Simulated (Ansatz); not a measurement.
`[F][GaH][O][SiH3]` + H₂S → `[SiH3][O][GaH][SH]` + H–F at 700 K and 1 bar (ligand exchange at a Ga–F bond).

Computed with Ansatz on PBE0-D4/def2-TZVP structures; ΔE is electronic, products minus reactants. CBS: MP2 limit from def2 TZ/QZ plus the TZ coupled-cluster correction, frozen cores. This one scheme is used for every species. For Ga outer-core shells are correlated without core-valence functions, which leaves a few kJ/mol of doubt a bond. Scalar relativity is left out up to krypton. One conformer a species, not always the lowest.

| species | CCSD(T)/CBS energy (Eh) | H − E (kJ/mol) | S (J/(mol·K)) |
| --- | --- | --- | --- |
| `[F][GaH][O][SiH3]` | -2390.49581 | 170.6 | 462.2 |
| H₂S | -398.97279 | 64.8 | 236.9 |
| `[SiH3][O][GaH][SH]` | -2689.07634 | 198.6 | 487.5 |
| H–F | -100.39570 | 45.2 | 198.5 |

H − E and S are ideal-gas, rigid-rotor, harmonic terms from PBE0-D4/def2-TZVP, for one conformer and one mirror image of each species. 1 Eh = 2625.50 kJ/mol, R = 8.31446 J/(mol·K).

Q: By hand: ΔE, ΔH, ΔS and ΔG.

A: ΔE = (-2689.07634) + (-100.39570) − (-2390.49581) − (-398.97279) = -0.00344 Eh = -9.0 kJ/mol. Δ(H − E) = 198.6 + 45.2 − 170.6 − 64.8 = 8.4, so ΔH = -0.6 kJ/mol. ΔS = 487.5 + 198.5 − 462.2 − 236.9 = -13.1 J/(mol·K). ΔG = -0.6 − 700 × (-13.1)/1000 = 8.6 kJ/mol.

Q: By hand: the equilibrium constant, and the temperature at which ΔG would vanish if ΔH and ΔS stayed fixed.

A: log₁₀ K = −ΔG/(RT ln 10) = -0.6. ΔG = 0 at ΔH/ΔS = 46 K, though so small a ΔH makes that figure unsure.

TΔS isn't small against ΔH here. A doubt of 5 kJ/mol in ΔE shifts log₁₀ K by 0.4 here. Other conformers and mirror images would add mixing entropy, several J/(mol·K) or more a flexible species. Modes under 60 cm⁻¹, often nearly free rotors, make the harmonic entropy too high. These are equilibria of isolated gas molecules and say nothing of rates. Largest T1 diagnostic: 0.014 (customary marks: 0.02 for closed shells, 0.045 for open ones).
